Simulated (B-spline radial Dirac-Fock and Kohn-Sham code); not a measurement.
# Photoionisation of scandium ions at Ag Kα (22162.9 eV)

These are calculated numbers from a B-spline atomic structure program; the model is a relativistic central-field model (Hartree-Slater potential of the initial state, Latter tail, multipole expansion of the photon field, Dirac-Fock thresholds). Cross sections in kb; a dash marks an empty subshell or a threshold above the photon energy.

```tsv
ion	configuration	total	1s	3s	3p1/2	3p3/2	3d3/2
Sc	[Ar] 3d1 4s2	0.7543	0.684	0.00711	0.000385	0.000703	1.77e-07
Sc³⁺	[Ne] 3s2 3p6	0.7542	0.684	0.00743	0.000413	0.000757	–
Sc¹²⁺	[He] 2s2 2p5	0.7510	0.686	–	–	–	–
Sc¹⁹⁺	1s2	0.7065	0.706	–	–	–	–
```
